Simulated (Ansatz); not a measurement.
Energy profile

The step: GeH₄O ([OH][GeH3]) + H₂ → GeH₄ + H₂O; bonds formed: Ge1–H7, O2–H6; bonds broken: Ge1–O2, H6–H7 (atoms numbered as in the saddle structure below).

Ge1  (-0.444, 0.415, -0.426)
O2  (0.669, -1.131, 0.248)
H3  (0.045, 1.869, -0.313)
H4  (-1.952, 0.205, -0.263)
H5  (-0.069, -0.039, -1.868)
H6  (0.398, -0.497, 1.173)
H7  (-0.243, 0.335, 1.473)
H8  (1.595, -1.157, -0.024)
(Å)

Electronic energies by CCSD(T) at an estimated basis limit (MP2 extrapolated from triple and quadruple zeta, plus CCSD(T) − MP2 in triple zeta), on PBE0-D4/def2-TZVP structures; GeH6O, singlet; no counterpoise correction. Computed with Ansatz 0.2.0 (basis: def2-TZVPP and def2-QZVPP); correlated methods freeze the cores. Filled d shells of the heavier atoms are correlated. The def2 sets are not built for correlating such inner shells, so the correlated values are less sure here. Extrapolation: Hartree–Fock as exp(−7.88 √X), correlation as X^−2.97.

Question: Give the profile in eV, counted from the separated reactants. (An estimate is asked for; the value comes from the calculation.)

Answer: The calculation gives:
```csv
point,eV
"separated: GeH4O (linked as [OH][GeH3]; Ge1, O2, H3, H4, H5, H8; singlet) + H2 (H6, H7; singlet)",0.000
start structure,-0.030
saddle,2.134
end structure,-0.104
"separated: GeH4 (Ge1, H3, H4, H5, H7; singlet) + H2O (O2, H6, H8; singlet)",-0.045
```

T1 diagnostic: at most 0.014.

For scale, one of the runs: CCSD(T)/def2-TZVPP, 163 basis functions, launched by `ansatz run in.yaml --threads 2 --pin off --events-out ev --progress --plain --max-ram 4352MiB`. Time: 35 s of wall clock on 2 CPU threads of an Arm Neoverse V2; the host was shared. Peak host memory: 1.3 GiB.
